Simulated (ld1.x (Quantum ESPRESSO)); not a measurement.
# Building the TM semilocal potential for holmium (Ho) (PBEsol, scalar-relativistic).

ld1.x (Quantum ESPRESSO) 7.5 was run on this input:

```
&input
   title='Ho', zed=67., rel=1, dft='PBESOL', iswitch=3,
   config='[Xe] 4f11 5d0 6s2 6p0',
   nld=4, rlderiv=3.00, eminld=-4.0, emaxld=5.0, deld=0.02
 /
 &inputp
   pseudotype=1, tm=.true., lloc=0,
   nlcc=.true., rcore=0.55,
   file_pseudopw='Ho.pp', file_wfcaegen='ae.wfc', file_wfcncgen='nc.wfc'
 /
4
5P  2  1   6.00   0.00  2.40  2.40  0.0
5D  3  2   0.00   0.00  2.20  2.20  0.0
4F  4  3  11.00   0.00  0.75  0.75  0.0
6S  1  0   2.00   0.00  2.75  2.75  0.0
 &test
   configts(1)='4f11 5p6 5d0 6s2 6p0'
 /
```

Command:

```bash
ld1.x < Ho.in > Ho.out
```

Output (shortened: banner, matrices, multipoles, cross overlaps and the repeated all-electron block are left out):

```
Program LD1 v.7.5
     --------------------------- All-electron run ----------------------------

     Ho
     scalar relativistic calculation

     atomic number is 67.00
     dft =PBESOL   lsd =0 sic =0 latt =0  beta=0.20 tr2=1.0E-14
     Exchange-correlation= PBESOL
                           (   1   4  10   8   0   0   0)
     mesh =1265 r(mesh) =  99.01857 a.u. xmin = -7.00 dx = 0.01250
     1 Ry =  13.60569312 eV, c = 137.03599908

     n l     nl                  e(Ry)          e(Ha)          e(eV)
     1 0     1S 1( 2.00)     -4077.6071     -2038.8036    -55478.6712
     2 0     2S 1( 2.00)      -682.0641      -341.0320     -9279.9548
     2 1     2P 1( 6.00)      -604.2869      -302.1434     -8221.7421
     3 0     3S 1( 2.00)      -152.3181       -76.1590     -2072.3932
     3 1     3P 1( 6.00)      -128.5556       -64.2778     -1749.0882
     4 0     4S 1( 2.00)       -30.0656       -15.0328      -409.0635
     4 1     4P 1( 6.00)       -22.2458       -11.1229      -302.6697
     3 2     3D 1(10.00)       -98.4044       -49.2022     -1338.8605
     5 0     5S 1( 2.00)        -3.7056        -1.8528       -50.4178
     5 1     5P 1( 6.00)        -1.9033        -0.9517       -25.8962
     4 2     4D 1(10.00)       -11.6885        -5.8443      -159.0303
     4 3     4F 1(11.00)        -0.2342        -0.1171        -3.1868
     5 2     5D 1( 0.00)        -0.0778        -0.0389        -1.0587
     6 0     6S 1( 2.00)        -0.2797        -0.1399        -3.8059
     6 1     6P 1( 0.00)        -0.0828        -0.0414        -1.1269

     final scf error:  9.6E-15 reached in  30 iterations

     Etot =  -25224.498643 Ry,  -12612.249321 Ha, -343196.787715 eV

     Ekin =   27281.050654 Ry,   13640.525327 Ha,  371177.603276 eV
     Encl =  -61828.697018 Ry,  -30914.348509 Ha, -841222.277822 eV
     Eh   =    9855.420429 Ry,    4927.710215 Ha,  134089.825957 eV
     Exc  =    -532.272708 Ry,    -266.136354 Ha,   -7241.939126 eV

     normalization and overlap integrals

     s(1S/1S) =  1.000000  <r> =   0.0207  <r2> =    0.0006  r(max) =   0.0132
     s(2S/2S) =  1.000000  <r> =   0.0881  <r2> =    0.0092  r(max) =   0.0749
     s(2P/2P) =  1.000000  <r> =   0.0781  <r2> =    0.0074  r(max) =   0.0605
     s(3S/3S) =  1.000000  <r> =   0.2299  <r2> =    0.0604  r(max) =   0.2113
     s(3P/3P) =  1.000000  <r> =   0.2289  <r2> =    0.0607  r(max) =   0.2086
     s(4S/4S) =  1.000000  <r> =   0.5189  <r2> =    0.3040  r(max) =   0.4821
     s(4P/4P) =  1.000000  <r> =   0.5503  <r2> =    0.3446  r(max) =   0.5068
     s(3D/3D) =  1.000000  <r> =   0.2079  <r2> =    0.0507  r(max) =   0.1687
     s(5S/5S) =  1.000000  <r> =   1.2765  <r2> =    1.8369  r(max) =   1.1278
     s(5P/5P) =  1.000000  <r> =   1.5214  <r2> =    2.6431  r(max) =   1.2941
     s(4D/4D) =  1.000000  <r> =   0.5966  <r2> =    0.4134  r(max) =   0.5261
     s(4F/4F) =  1.000001  <r> =   0.8560  <r2> =    1.0308  r(max) =   0.5261
     s(5D/5D) =  1.000000  <r> =   3.5465  <r2> =   16.4025  r(max) =   2.1071
     s(6S/6S) =  1.000000  <r> =   4.0473  <r2> =   18.6789  r(max) =   3.4308
     s(6P/6P) =  1.000000  <r> =   5.8534  <r2> =   39.7455  r(max) =   4.7484

     ------------------------ End of All-electron run ------------------------

     --------------------- Generating NC pseudopotential ---------------------

      Generating local pot.: lloc=0, matching radius rcloc =   2.7500

      Computing core charge for nlcc:

       r > 0.55 : true rho core
       r < 0.55 : rho core = a sin(br)/r    a=  97.98  b=   4.17

      Integrated core pseudo-charge :  23.94

      Wfc   5P  rcut= 2.388  Using Troullier-Martins method

      Wfc   5D  rcut= 2.215  Using Troullier-Martins method

      Wfc   4F  rcut= 0.756  Using Troullier-Martins method

     ------------------- End of pseudopotential generation -------------------

     Computing logarithmic derivative in   3.00891
     Computing logarithmic derivative in   3.00891
     Computing the partial wave expansion
       no projector for channel:   0
     R is outside the sphere for l=    1 j= 0.00
     R is outside the sphere for l=    2 j= 0.00
     R is outside the sphere for l=    3 j= 0.00

     ---------------------- Testing the pseudopotential ----------------------

     Ho
     scalar relativistic calculation

     atomic number is 67.00   valence charge is 19.00
     dft =PBESOL   lsd =0 sic =0 latt =0  beta=0.20 tr2=1.0E-14
     mesh =1265 r(mesh) =  99.01857 xmin = -7.00 dx = 0.01250

     n l     nl             e AE (Ry)        e PS (Ry)    De AE-PS (Ry)
     4 3     4F   1(11.00)       -0.23422       -0.23374       -0.00048
     2 1     5P   1( 6.00)       -1.90334       -1.90334        0.00000
     3 2     5D   1( 0.00)       -0.07781       -0.07781       -0.00000
     1 0     6S   1( 2.00)       -0.27972       -0.27972       -0.00000
     3 1     6P   1( 0.00)       -0.08283       -0.02485       -0.05798  !

     eps = 8.2E-16  iter = 17

     Etot =  -25224.498643 Ry,  -12612.249321 Ha, -343196.787715 eV
     Etotps =  -358.184868 Ry,    -179.092434 Ha,   -4873.353401 eV

     Ekin =     465.002606 Ry,     232.501303 Ha,    6326.682757 eV
     Encl =    -478.239712 Ry,    -239.119856 Ha,   -6506.782767 eV
     Ehrt =     269.405647 Ry,     134.702824 Ha,    3665.450565 eV
     Ecxc =    -126.139543 Ry,     -63.069772 Ha,   -1716.215919 eV
     (Ecc =     -78.432396 Ry,     -39.216198 Ha,   -1067.127104 eV)
     Epseu=    -488.213866 Ry,    -244.106933 Ha,   -6642.488037 eV

     ---------------------- End of pseudopotential test ----------------------
```

Generation and configuration tests took about 2.1 s on one core of a shared server CPU.
